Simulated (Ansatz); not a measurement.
Input file for Ansatz (a quantum-chemistry and plane-wave program): U-PBE/def2-TZVPP on TiSi, 2S+1 = 3, a spin state set in the input, which need not be the lowest, a point of a bond scan (R = 2.471 Å).

Ansatz 0.2 input:
```yaml
crystal:
  periodic: [false, false, false]
  atoms:
    - {symbol: Ti, position_ang: [0.00000000, 0.00000000, 0.00000000]}
    - {symbol: Si, position_ang: [0.00000000, 0.00000000, 2.47139200]}
basis:
  gaussian:
    orbitals: def2-TZVPP
    pivot_positions_ang: [[0.00000000, 0.00000000, 0.00000000], [0.00000000, 0.00000000, 2.47139200]]
hamiltonian:
  xc: {name: PBE}
magnetization: {spin_polarized: true, initial_magnetization: 2}
output: {forces: true, orbitals: {seedname: ./end}}
```

The head of its log:

```
WARN ansatz: RAYON_NUM_THREADS=1 ignored (pool sized by the plan → 1); use --threads N
Functional definition: PBE
integrals: 0.03 GiB planned
720 factors; their error is unknown
mean field: 0.33 GiB planned
mean field evaluation 1: about -30933.9909 eV, gradient 1.1e2 eV
mean field evaluation 2: about -30710.2830 eV, gradient 2.2e2 eV
```

**Question.** What total energy does the run end on?

**Answer.** -1138.4318 hartree. Its determinant has ⟨S²⟩ = 2.47, a mixture of spin states.
